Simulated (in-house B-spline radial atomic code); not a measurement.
A fraction x of an electron is removed from 4s in As V (As4+), starting from [Ar] 3d10 4s1 and keeping the highest spin. Computed with an all-electron radial atomic-structure program (B-spline basis): non-relativistic revTPSS, spin-polarised, spherical fractional occupations, point nucleus.

```tsv
x	E(x) - E(0) (eV)	4s up level (eV)
0	0.0000	-56.670
0.1	5.7233	-57.796
0.22	12.7394	-59.138
0.33	19.3119	-60.361
0.38	22.3438	-60.915
0.5	29.7334	-62.246
0.53	31.6058	-62.579
0.68	41.1187	-64.268
0.78	47.6033	-65.431
0.88	54.2064	-66.638
1	62.2907	-
```

The exact functional would give a straight line between the two integer points. Deviations E(x) - E(0) - x[E(1) - E(0)], in eV: -0.506 at x = 0.1, -0.965 at x = 0.22, -1.244 at x = 0.33, -1.327 at x = 0.38, -1.412 at x = 0.5, -1.408 at x = 0.53, -1.239 at x = 0.68, -0.983 at x = 0.78, -0.609 at x = 0.88.

The curve lies below the straight line by up to 1.412 eV (at x = 0.5): convex, the delocalisation error that favours fractional charges.

Task: How well does Slater's transition state (minus the level at half occupation) give the ionisation energy?

Result: It gives 62.246 eV against 62.291 eV from the two total energies; NIST lists 62.77 eV, ground level to ground level.
